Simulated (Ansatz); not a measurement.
One change: `[OH][SbH][CH2][SiH3]` becomes `C[CH2][SbH][OH]`.

Ansatz, PBE0-D4/def2-TZVP geometries, multiplicity 1. Each molecule was computed in one conformer, which needn't be the lowest.

Elements past krypton have def2 core potentials.

```
                                        property  `[OH][SbH][CH2][SiH3]`
size of the dipole moment (B3LYP/def2-TZVPP) / D                    2.31
           HOMO energy (ωB97M-V/def2-TZVPP) / eV                   -9.16
           LUMO energy (ωB97M-V/def2-TZVPP) / eV                    0.64
             HOMO energy (B3LYP/def2-TZVPP) / eV                   -6.90
              LUMO energy (PBE0/def2-TZVPP) / eV                   -1.02
               HOMO energy (PBE/def2-TZVPP) / eV                   -6.02
```

Task: Give the same properties after the change, and the shifts. (Best estimate.)

Result: The calculation gave: 
```tsv
property	`C[CH2][SbH][OH]`	shift
size of the dipole moment (B3LYP/def2-TZVPP) / D	1.53	-0.78
HOMO energy (ωB97M-V/def2-TZVPP) / eV	-8.96	0.20
LUMO energy (ωB97M-V/def2-TZVPP) / eV	0.81	0.17
HOMO energy (B3LYP/def2-TZVPP) / eV	-6.69	0.21
LUMO energy (PBE0/def2-TZVPP) / eV	-0.85	0.17
HOMO energy (PBE/def2-TZVPP) / eV	-5.79	0.23
```

With PBE0 the HOMO rises by 0.22 eV and the LUMO rises by 0.17 eV, so the gap narrows by about 0.05 eV. PBE moves the HOMO by 0.23 eV and ωB97M-V by 0.20 eV. Dipoles are sizes alone; their direction can turn.

B3LYP here is the variant with VWN-RPA as its local correlation; programs differ in this.

Spin–orbit coupling is left out; it splits and shifts lone-pair levels of the heavy atoms by tenths of an eV.
